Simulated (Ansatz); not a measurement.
Consider the cleavage of the Si–B bond: `B[SiH](F)F` + `O[SiH2]F` → `F[SiH2]O[SiH](F)F` + BH₃.

Isolated molecules relaxed with PBE0-D4/def2-TZVP in Ansatz; ΔE leaves out vibrations. CBS: MP2 limit from def2 TZ/QZ plus the TZ coupled-cluster correction, frozen cores. This one scheme is used for every species. DFT in def2-TZVPP. B3LYP here is the variant with VWN-RPA as its local correlation; programs differ in this. One conformer a species, not always the lowest.

```json
{"level": "PBE0-D4", "ΔE (kJ/mol)": "-151.7"}
{"level": "BLYP", "ΔE (kJ/mol)": "-151.7"}
{"level": "B3LYP", "ΔE (kJ/mol)": "-160.2"}
{"level": "RPA@PBE/def2-TZVPP", "ΔE (kJ/mol)": "-163.9"}
{"level": "CCSD/def2-SVP", "ΔE (kJ/mol)": "-159.2"}
{"level": "HF/def2-TZVPP", "ΔE (kJ/mol)": "-187.1"}
{"level": "SCS-MP2/def2-TZVPP", "ΔE (kJ/mol)": "-174.3"}
{"level": "HF/def2-QZVPP", "ΔE (kJ/mol)": "-190.2"}
```

Problem. What does CCSD(T)/CBS give? (Estimate.)

Solution. Computed: -166.3 kJ/mol. The listed levels differ from it by 14.6, 14.6, 6.1, 2.4, 7.1, -20.8, -8.0, -23.9 kJ/mol.

Largest T1 diagnostic among the species: 0.012.

From PBE to PBE0 (25 % exact exchange), in def2-TZVPP and without D4, ΔE moves by −10.9 kJ/mol. At CCSD(T), def2-SVP lies +8.9 kJ/mol from the extrapolated value and def2-TZVPP −0.3 kJ/mol. Leaving LDA and LC-ωPBE aside and taking each functional with its dispersion term where it has one, the values, not all of them listed here, spread over 37.4 kJ/mol, from BHLYP-D4 to PBE-D4. LDA lies −6.0 kJ/mol from PBE without D4.
